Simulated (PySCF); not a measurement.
A structure optimised at PBE-D3(BJ)/def2-SVP, used in a PySCF frequency run:

```
C
H 1 1.1121
H 1 1.1151 2 105.03
N 1 1.4588 2 109.35 3 -119.51
H 4 1.0232 1 113.85 2 177.85
Si 4 1.7476 5 117.29 1 -157.40
H 6 1.5029 4 106.42 5 -29.92
H 6 1.5064 7 111.08 4 118.02
H 6 1.5137 7 108.27 8 116.77
Si 1 1.9237 2 108.39 3 116.57
H 10 1.5072 1 109.43 2 62.93
H 10 1.5098 11 107.70 1 -116.94
Si 10 2.3572 11 111.49 12 -118.95
H 13 1.5081 10 111.51 11 62.45
H 13 1.5091 14 108.07 10 120.96
Si 13 2.3534 14 109.73 15 118.65
H 16 1.5057 13 112.29 14 -57.88
H 16 1.5064 17 108.71 13 -121.69
H 16 1.5073 17 108.50 18 -117.28
```

### Question
Write its SMILES and formula.

### Answer
[SiH3]NC[SiH2][SiH2][SiH3], CH13NSi4

### Question
What are its rotational constants (standard atomic weights)?

### Answer
3.2606, 0.47576, 0.44023 GHz
